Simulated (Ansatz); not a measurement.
Problem. Name a neutral molecule of C, N, Si and H with size of the dipole moment (PBE/def2-TZVPP) between 2.15 and 2.45 D and HOMO–LUMO gap (ωB97M-V/def2-TZVPP) between 10.60 and 10.90 eV (Ansatz, PBE0-D4/def2-TZVP geometry).

Solution. `N=C(N)[SiH2]N` (2.39 D, 10.67 eV); `C[SiH2]C=N` (2.27 D, 10.71 eV); `CC(C)=N[SiH3]` (2.31 D, 10.68 eV); `C1=NC[SiH2]N1` (2.20 D, 10.69 eV); `NC1=NCN1[SiH3]` (2.33 D, 10.73 eV). Other molecules can fit too; these were computed, each in one conformer that needn't be the lowest.
